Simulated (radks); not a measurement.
Results of a calculation; reference values are marked as such.
Spherical quantum dot in the effective-mass picture: electrons in a hard-walled sphere of radius 3.26, with a point charge +1 (a donor) at the centre, all in effective atomic units (hartree* = m*/eps^2 hartree, bohr* = eps/m* bohr), one dielectric constant everywhere. Level of theory: non-relativistic Kohn-Sham, LDA (Slater exchange, Perdew-Wang correlation), spin-polarised, spherical densities (a radial shooting solver with Libxc functionals). Levels are named by radial order and angular momentum (1s, 1p, 1d, 2s, ...), and open shells are averaged over m. Each electron was tried in the lowest free levels, single moves between levels near the top were tried too, and the lowest total energy was kept; such a search can miss a lower state. At N = 1 the Hartree and exchange-correlation terms need not cancel, so that row can carry a self-interaction error.

N                         open shells  2S  E (hartree*)  mu = E(N) - E(N-1) (hartree*)  addition energy mu(N+1) - mu(N) (hartree*)  e(HOMO) (hartree*)  rms radius (bohr*)
1                    1s(up 1, down 0)   1     -0.418685                       -0.41869                                      0.6432            -0.15844               1.367
2                                none   0     -0.194128                        0.22456                                       1.068             0.45848               1.508
3                    1p(up 1, down 0)   1       1.09862                         1.2928                                      0.3893              1.4843               1.722
4                    1p(up 2, down 0)   2       2.78067                         1.6820                                      0.4001              1.8813               1.831
5                    1p(up 3, down 0)   3       4.86277                         2.0821                                      0.5091              2.2833               1.902
6                    1p(up 3, down 1)   2       7.45399                         2.5912                                      0.3802              2.7793               1.957
7                    1p(up 3, down 2)   1       10.4255                         2.9715                                      0.3880              3.1648               1.999
8                                none   0       13.7849                         3.3595                                      0.9214              3.5546               2.034
9                    1d(up 1, down 0)   1       18.0658                         4.2809                                      0.3730              4.4670               2.074
10                   1d(up 2, down 0)   2       22.7198                         4.6539                                      0.3750              4.8412               2.108
11                   1d(up 3, down 0)   3       27.7487                         5.0289                                      0.3760              5.2168               2.136
12                   1d(up 4, down 0)   4       33.1536                         5.4049                                      0.3765              5.5931               2.161
13                   1d(up 5, down 0)   5       38.9350                         5.7814                                      0.4775              5.9698               2.182
14                   1d(up 5, down 1)   4       45.1940                         6.2590                                      0.3671              6.4421               2.201
15                   1d(up 5, down 2)   3       51.8200                         6.6260                                      0.3689              6.8103               2.219
16                   1d(up 5, down 3)   2       58.8150                         6.9950                                      0.3700              7.1798               2.234
17                   1d(up 5, down 4)   1       66.1800                         7.3650                                      0.3707              7.5503               2.249
18                               none   0       73.9157                         7.7357                                      0.6993              7.9212               2.262
19                   2s(up 1, down 0)   1       82.3507                         8.4350                                      0.6255              8.6893               2.255
20                               none   0       91.4112                         9.0605                                      0.4362              9.3166               2.245
21                   1f(up 1, down 0)   1       100.908                         9.4967                                      0.3511              9.7083               2.259
22  2s(up 1, down 0) 1f(up 3, down 0)   4       110.756                         9.8478                                      0.3475              10.013               2.295
23  2s(up 1, down 0) 1f(up 4, down 0)   5       120.951                         10.195                                           -              10.377               2.306

All shells are closed at N = 2, 8, 18, 20 (there: 1s2 1p6 1d10 2s2); the second difference of the energy has clear peaks (12 % above both neighbours; the first and last values, which can be the largest, are not judged, and half-filled shells can peak too) at N = 2, 5, 8, 13.
